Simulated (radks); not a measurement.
Values are calculated unless marked as measured or tabulated.
Pd, 46 electrons, occupied as [Kr] 4d9 5p1 (not the ground configuration).

Level of theory: scalar-relativistic Kohn-Sham, PBEsol, spin-unpolarised, spherical densities, finite nucleus; Fermi nuclear charge, rms radius 4.5318 fm (a radial shooting solver on a logarithmic mesh with Libxc functionals).

Energy parts (hartree):
total: -5043.14012
kinetic: 5230.39169
electron-nucleus: -12180.75239
Hartree: 2048.40221
exchange-correlation: -141.18162

Orbitals (lengths in bohr, moments of r in powers of bohr; <r^-3> diverges for s and p1/2):
\begin{tabular}{lrrrr}
orbital & occ. & eigenvalue (hartree) & <r^2> & <r^-3> \\ \hline
1s & 2 & -887.7434 & 0.001372 & - \\
2s & 2 & -129.7889 & 0.02258 & - \\
2p & 6 & -116.4082 & 0.01778 & 3502 \\
3s & 2 & -23.55021 & 0.1649 & - \\
3p & 6 & -19.15222 & 0.1668 & 617.7 \\
3d & 10 & -12.16013 & 0.1527 & 84.10 \\
4s & 2 & -3.32704 & 1.013 & - \\
4p & 6 & -2.07017 & 1.241 & 99.79 \\
4d & 9 & -0.31432 & 2.709 & 7.394 \\
5p & 1 & -0.06215 & 27.25 & 3.165 \\
\end{tabular}

The highest occupied level is 5p at -1.691 eV. Summed over all electrons, <r^2> = 64.11 bohr^2, which gives a Langevin (diamagnetic) susceptibility term of -50.8 x 10^-6 cm^3/mol. The electron density at the nucleus is 1.358e+05 e/bohr^3 (large components only). The density falls to 0.001 e/bohr^3 at r = 4.49 bohr.
